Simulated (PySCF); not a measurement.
Input file for PySCF: R-B3LYP/3-21G on C4H12O (a complex), monomers drawn apart or pushed together.

```python
from pyscf import gto, scf, dft, mp
from pyscf.data.elements import chemcore

mol = gto.M(
    atom='''
    C     0.48432757    0.24327887   -0.27983338
    O    -0.51380241   -0.51807701    0.38321416
    H     0.75164376    1.14700212    0.27856529
    H     0.06813634    0.54281199   -1.24073835
    H     1.39336548   -0.34016136   -0.46387932
    H    -0.17449668   -0.79623419    1.23979806
    C    -0.30315634   -1.28294091    3.59443804
    C    -0.02435459    0.08227530    4.21790902
    C     0.33610865    1.14408885    3.18210201
    H    -0.53505253   -2.03395487    4.35147173
    H    -1.15465692   -1.23595157    2.91042475
    H     0.56632904   -1.64449686    3.03616516
    H     0.78794897   -0.00895075    4.94469769
    H    -0.90333647    0.40742397    4.78161852
    H     0.51754448    2.11378660    3.64879600
    H     1.24311657    0.86691724    2.63745866
    H    -0.46555317    1.26908005    2.45059593
    ''',
    basis='3-21g',
    charge=0, spin=0, verbose=3, max_memory=1800)
mf = dft.RKS(mol, xc='b3lyp')
mf.conv_tol = 1e-8
mf.max_cycle = 100
mf.kernel()
if not mf.converged:
    mf = mf.newton().run(mf.mo_coeff, mf.mo_occ)
```

The log:

```
converged SCF energy = -233.576696801068
```

Self-consistency was reached.

Cost: around 5 core-seconds (rough).
